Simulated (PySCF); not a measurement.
Compound: C2H12O2Si4.
Atom-mapped SMILES: `[CH3:1][C:2](=[O:3])[O:4][Si@H:5]([SiH3:6])[SiH2:7][SiH3:8]` (hydrogens: H9, H10, H11 on C1; H12 on Si5; H13, H14, H15 on Si6; H16, H17 on Si7; H18, H19, H20 on Si8)

Theory: TDDFT wB97X-D/def2-SVPD, vertical, gas phase, core orbitals frozen in the response (PySCF 2.14.0, density-fitted response routines). Isolated species at its PBE0-D3(BJ)/def2-SVP geometry (one conformer only). Torsions of this conformer, `[CH3:1][C:2](=[O:3])[O:4][Si@H:5]([SiH3:6])[SiH2:7][SiH3:8]`: C1–C2–O4–Si5 180°, C2–O4–Si5–Si6 57°, O4–Si5–Si7–Si8 -22°.

Kohn–Sham orbitals with the atoms that hold most of them (Löwdin shares over 4%, at most four atoms; ? is withheld):

| orbital | ε (eV) | atoms |
| --- | --- | --- |
| HOMO-3 | -10.73 | Si5 19%, O4 15%, H12 12%, O3 12% |
| HOMO-2 | -10.47 | Si7 29%, Si8 24%, H16 8%, Si5 7% |
| HOMO-1 | -10.24 | ? |
| HOMO | -9.33 | Si5 24%, Si7 23%, Si6 16%, Si8 12% |
| LUMO | 0.73 | ? |
| LUMO+1 | 1.45 | C2 25%, O3 20%, O4 10%, Si5 8% |
| LUMO+2 | 1.62 | Si7 21%, Si6 16%, Si8 13%, Si5 13% |

**Question.** Which atoms hold the LUMO, and with what shares?

**Answer.** Si5 (bonded to O, 2 Si and H) 28%; Si7 (bonded to 2 Si and 2 H) 17%; Si6 (bonded to Si and 3 H) 16%; Si8 (bonded to Si and 3 H) 10%.

**Question.** Which atoms hold the HOMO-1, and with what shares?

**Answer.** O3 (bonded to C) 54%; Si5 (bonded to O, 2 Si and H) 10%; C1 (bonded to C and 3 H) 7%; C2 (bonded to C and 2 O) 6%. By element: oxygen 54% or more, carbon 13%, silicon 10% or more.

**Question.** The HOMO–LUMO gap is 10.06 eV. Where does the response calculation put the lowest singlet, and from which orbitals?

**Answer.** S1 is at 5.77 eV (f = 0.142), 4.29 eV below the gap, made of HOMO→LUMO (88%). Without the coupling terms of the response equations the lowest excitation would equal the gap.

Next come S2 at 5.92 eV (f 0.0023), HOMO-1→LUMO+1 (61%), HOMO-3→LUMO+1 (10%), HOMO-1→LUMO+3 (9%); S3 at 6.70 eV (f 0.118), HOMO→LUMO+2 (44%), HOMO→LUMO+3 (32%); S4 at 6.76 eV (f 0.0062), HOMO-1→LUMO (43%), HOMO→LUMO+1 (31%), HOMO-3→LUMO (13%); S5 at 6.81 eV (f 0.059), HOMO→LUMO+1 (55%), HOMO-3→LUMO (17%), HOMO-1→LUMO (12%).
